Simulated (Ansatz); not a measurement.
## Nudged elastic band run: CH3NOSe

Input:

```yaml
crystal:
  periodic: [false, false, false]
  atoms:
    - { symbol: "N", position_ang: [-0.728508, 0.683086, 0.620912] }
    - { symbol: C, position_ang: [0.256452, -0.16369, 0.226895] }
    - { symbol: O, position_ang: [1.067915, -0.676168, 0.950842] }
    - { symbol: Se, position_ang: [0.211779, -0.476295, -1.735654] }
    - { symbol: H, position_ang: [-1.38707, 1.093138, -0.02739] }
    - { symbol: H, position_ang: [-0.794232, 0.912834, 1.606519] }
    - { symbol: H, position_ang: [1.373674, -1.372913, -1.642124] }
basis:
  gaussian: { orbitals: def2-SVP }
hamiltonian:
  xc: b3lyp
  dispersion: d4
neb:
  order_check: false
  images: 9
  f_tol: 0.03
  max_iterations: 29
  final_atoms:
    - { symbol: "N", position_ang: [-0.72658099, 0.68577222, 0.62043063] }
    - { symbol: C, position_ang: [0.25809393, -0.16134135, 0.22652096] }
    - { symbol: O, position_ang: [1.07000604, -0.67366892, 0.95000909] }
    - { symbol: Se, position_ang: [0.21421399, -0.47312449, -1.73624737] }
    - { symbol: H, position_ang: [-0.79438194, 0.91163757, 1.60673527] }
    - { symbol: H, position_ang: [-1.39098735, 1.08867309, -0.0264116] }
    - { symbol: H, position_ang: [1.36964631, -1.37795611, -1.64103698] }
  initial_path:
    images:
      - { positions_ang: [[-0.728508, 0.683086, 0.620912], [0.256452, -0.16369, 0.226895], [1.067915, -0.676168, 0.950842], [0.211779, -0.476295, -1.735654], [-1.38707, 1.093138, -0.02739], [-0.794232, 0.912834, 1.606519], [1.373674, -1.372913, -1.642124]] }
      - { positions_ang: [[-0.72684401, 0.68198182, 0.62285745], [0.23751029, -0.18121215, 0.23190539], [0.99623269, -0.75373571, 0.94701072], [0.27268576, -0.41649004, -1.72580701], [-1.45187261, 0.97431407, 0.10121697], [-0.71383865, 1.04892623, 1.46429179], [1.38613653, -1.35379222, -1.64147531]] }
      - { positions_ang: [[-0.72518003, 0.68087765, 0.6248029], [0.21856857, -0.19873431, 0.23691578], [0.92455038, -0.83130342, 0.94317944], [0.33359252, -0.35668507, -1.71596002], [-1.51667521, 0.85549013, 0.22982394], [-0.63344529, 1.18501847, 1.32206457], [1.39859905, -1.33467144, -1.64082662]] }
      - { positions_ang: [[-0.72351604, 0.67977347, 0.62674835], [0.19962686, -0.21625646, 0.24192618], [0.85286807, -0.90887113, 0.93934815], [0.39449929, -0.29688011, -1.70611303], [-1.58147782, 0.7366662, 0.35843091], [-0.55305194, 1.3211107, 1.17983736], [1.41106158, -1.31555066, -1.64017792]] }
      - { positions_ang: [[-0.72185205, 0.6786693, 0.62869381], [0.18068515, -0.23377862, 0.24693657], [0.78118576, -0.98643885, 0.93551687], [0.45540605, -0.23707515, -1.69626604], [-1.64628042, 0.61784227, 0.48703788], [-0.47265858, 1.45720293, 1.03761015], [1.4235241, -1.29642989, -1.63952923]] }
      - { positions_ang: [[-0.72018807, 0.67756512, 0.63063926], [0.16174343, -0.25130077, 0.25194696], [0.70950345, -1.06400656, 0.93168559], [0.51631281, -0.17727019, -1.68641905], [-1.71108303, 0.49901833, 0.61564485], [-0.39226523, 1.59329517, 0.89538293], [1.43598663, -1.27730911, -1.63888054]] }
      - { positions_ang: [[-0.72146665, 0.67920654, 0.62859753], [0.18101353, -0.23330889, 0.24686176], [0.78160397, -0.98593903, 0.93535029], [0.45589304, -0.23644105, -1.69638471], [-1.52774281, 0.58154218, 0.81386293], [-0.59200965, 1.49237075, 0.71102403], [1.42271857, -1.29743851, -1.63931183]] }
      - { positions_ang: [[-0.72274524, 0.68084796, 0.62655581], [0.20028363, -0.215317, 0.24177656], [0.85370449, -0.9078715, 0.93901499], [0.39547328, -0.29561191, -1.70635038], [-1.34440259, 0.66406603, 1.01208102], [-0.79175408, 1.39144634, 0.52666512], [1.4094505, -1.31756791, -1.63974312]] }
      - { positions_ang: [[-0.72402382, 0.68248938, 0.62451408], [0.21955373, -0.19732512, 0.23669136], [0.92580501, -0.82980397, 0.94267969], [0.33505352, -0.35478277, -1.71631604], [-1.16106237, 0.74658987, 1.2102991], [-0.9914985, 1.29052192, 0.34230621], [1.39618244, -1.33769731, -1.64017441]] }
      - { positions_ang: [[-0.72530241, 0.6841308, 0.62247236], [0.23882383, -0.17933324, 0.23160616], [0.99790553, -0.75173645, 0.94634439], [0.27463375, -0.41395363, -1.7262817], [-0.97772215, 0.82911372, 1.40851718], [-1.19124293, 1.18959751, 0.15794731], [1.38291437, -1.35782671, -1.64060569]] }
      - { positions_ang: [[-0.72658099, 0.68577222, 0.62043063], [0.25809393, -0.16134135, 0.22652096], [1.07000604, -0.67366892, 0.95000909], [0.21421399, -0.47312449, -1.73624737], [-0.79438194, 0.91163757, 1.60673527], [-1.39098735, 1.08867309, -0.0264116], [1.36964631, -1.37795611, -1.64103698]] }
```

Run as:

```bash
$ ansatz run input.yaml --threads 1 --pin off --max-ram 2048MiB --backend cpu --events-out ev --progress --plain --runs-dir out
```

Output, in part (warnings, iteration lines, the closing report on the highest movable image, with atoms numbered from 0):

```
NEB end point (image 0): max|allowed force component| = 6.298e-3 eV/Å (the criterion of neb.relax_end_points is 1.000e-2)
NEB end point (image 10): max|allowed force component| = 1.331e-2 eV/Å (the criterion of neb.relax_end_points is 1.000e-2)
NEB iter   1: max|band force component| = 3.583e1 eV/Å  barrier→ = 8.9094 eV  barrier← = 8.9094 eV  Δτ_max = 0.2000 Å  (296 SCF iters)
NEB iter   2: max|band force component| = 1.179e1 eV/Å  barrier→ = 3.6435 eV  barrier← = 3.6435 eV  Δτ_max = 0.1979 Å  (276 SCF iters)
NEB iter   3: max|band force component| = 6.023e0 eV/Å  barrier→ = 1.8486 eV  barrier← = 1.8486 eV  Δτ_max = 0.1959 Å  (273 SCF iters)
NEB iter   4: max|band force component| = 2.208e0 eV/Å  barrier→ = 0.9099 eV  barrier← = 0.9099 eV  Δτ_max = 0.1421 Å  (270 SCF iters)
NEB iter   5: max|band force component| = 1.059e0 eV/Å  barrier→ = 0.8520 eV  barrier← = 0.8520 eV  Δτ_max = 0.0824 Å  (275 SCF iters)
NEB iter   6: max|band force component| = 6.999e-1 eV/Å  barrier→ = 0.8388 eV  barrier← = 0.8388 eV  Δτ_max = 0.0402 Å  (266 SCF iters)
NEB iter   7: max|band force component| = 2.406e-1 eV/Å  barrier→ = 0.8284 eV  barrier← = 0.8284 eV  CI = image 5  Δτ_max = 0.0774 Å  (253 SCF iters)
NEB iter   8: max|band force component| = 6.436e-1 eV/Å  barrier→ = 0.7972 eV  barrier← = 0.7972 eV  CI = image 5  Δτ_max = 0.0398 Å  (262 SCF iters)
NEB iter   9: max|band force component| = 7.166e-1 eV/Å  barrier→ = 0.7696 eV  barrier← = 0.7696 eV  CI = image 5  Δτ_max = 0.0791 Å  (270 SCF iters)
NEB iter  10: max|band force component| = 7.961e-1 eV/Å  barrier→ = 0.6996 eV  barrier← = 0.6996 eV  CI = image 5  Δτ_max = 0.1619 Å  (278 SCF iters)
NEB iter  11: max|band force component| = 8.622e-1 eV/Å  barrier→ = 0.6018 eV  barrier← = 0.6018 eV  CI = image 4  Δτ_max = 0.1437 Å  (275 SCF iters)
NEB iter  12: max|band force component| = 9.501e-1 eV/Å  barrier→ = 0.5936 eV  barrier← = 0.5936 eV  CI = image 4  Δτ_max = 0.0784 Å  (273 SCF iters)
NEB iter  13: max|band force component| = 3.793e-1 eV/Å  barrier→ = 0.5933 eV  barrier← = 0.5933 eV  CI = image 4  Δτ_max = 0.0211 Å  (266 SCF iters)
NEB iter  14: max|band force component| = 1.678e-1 eV/Å  barrier→ = 0.5931 eV  barrier← = 0.5931 eV  CI = image 4  Δτ_max = 0.0134 Å  (255 SCF iters)
NEB iter  15: max|band force component| = 5.825e-2 eV/Å  barrier→ = 0.5931 eV  barrier← = 0.5931 eV  CI = image 4  Δτ_max = 0.0131 Å  (238 SCF iters)
NEB iter  16: max|band force component| = 2.983e-2 eV/Å  barrier→ = 0.5931 eV  barrier← = 0.5931 eV  CI = image 4  Δτ_max = 0.0000 Å  (470 SCF iters)
Total energy: -69961.96679273 eV, -2571.0548577083 hartree
Atom 0 at    -0.795852     0.852079     0.380634 Å, force     0.004829    -0.002976     0.006311 eV/Å
Atom 1 at     0.144283    -0.208585     0.138932 Å, force    -0.011270     0.007293     0.005287 eV/Å
Atom 2 at     0.595807    -0.962174     0.951556 Å, force     0.003446    -0.001005     0.000321 eV/Å
Atom 3 at     0.568775    -0.220393    -1.747826 Å, force     0.006519    -0.005652    -0.005206 eV/Å
Atom 4 at    -1.622133     0.437205     0.822455 Å, force     0.002476     0.001375    -0.002834 eV/Å
Atom 5 at    -0.391901     1.465013     1.095656 Å, force    -0.002477    -0.002717    -0.002915 eV/Å
Atom 6 at     1.501032    -1.363152    -1.641407 Å, force    -0.003523     0.003681    -0.000963 eV/Å
Dipole moment:    -0.151410     0.159218     0.079602 e Å
```

The forces met the threshold. A vibrational analysis at the climbing image gives one clearly imaginary mode, 419i cm⁻¹: a first-order saddle point.

Final band (atoms are numbered from 1 in the order of the input):

| image | path coordinate (Å) | energy (eV) | dihedral H5–N1–C2–Se4 (°) |
| --- | --- | --- | --- |
| 0 | 0.00 | 0.00 | 0 |
| 1 | 0.44 | 0.06 | 40 |
| 2 | 0.88 | 0.28 | 73 |
| 3 | 1.32 | 0.50 | 100 |
| 4 | 1.77 | 0.59 | 124 |
| 5 | 2.07 | 0.55 | 137 |
| 6 | 2.37 | 0.43 | 150 |
| 7 | 2.68 | 0.26 | 161 |
| 8 | 2.98 | 0.11 | 171 |
| 9 | 3.29 | 0.01 | 180 |
| 10 | 3.60 | 0.00 | 180 |

Run time: 8.4 min on 1 thread of Arm Neoverse V2, on a shared host, peak memory 0.18 GiB.
